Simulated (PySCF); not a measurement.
Ge²⁺ (germanium, charge +2) across methods

[Ar] 3d9 4s2 4p1, one real determinant (an excited configuration). Calculation: PySCF 2.14, in x2c-QZVPPall; the spin-free X2C one-electron Hamiltonian (Gaussian nucleus). The B2PLYP total includes its PT2 part (frozen core); its orbital energies are those of the SCF part.

```tsv
method	E (hartree)	mean ε 4s α (eV)	mean ε 4s β (eV)	mean ε 4p α (eV)	Σ⟨r²⟩ (bohr²)	⟨S²⟩
wB97X	-2096.807	-37.174	-35.766	-26.780	22.75	2.002
r2SCAN0	-2096.683	-34.853	-33.087	-24.835	22.77	2.006
PBE0	-2096.479	-34.531	-32.900	-24.507	22.80	2.004
B2PLYP	-2096.342	-35.906	-33.895	-25.638	22.90	2.005
TPSSh	-2096.703	-33.745	-32.151	-23.881	22.78	2.003
PBE	-2096.451	-33.030	-31.801	-23.179	22.80	2.002
r2SCAN	-2096.712	-33.461	-32.022	-23.647	22.75	2.005
LDA	-2093.430	-33.323	-32.211	-23.194	22.75	2.001
UHF	-2095.15741	-38.159	-35.057	-27.806	23.04	2.010
```

⟨L²⟩ = 8.01 against 12 for a pure F term, so this real determinant mixes terms.
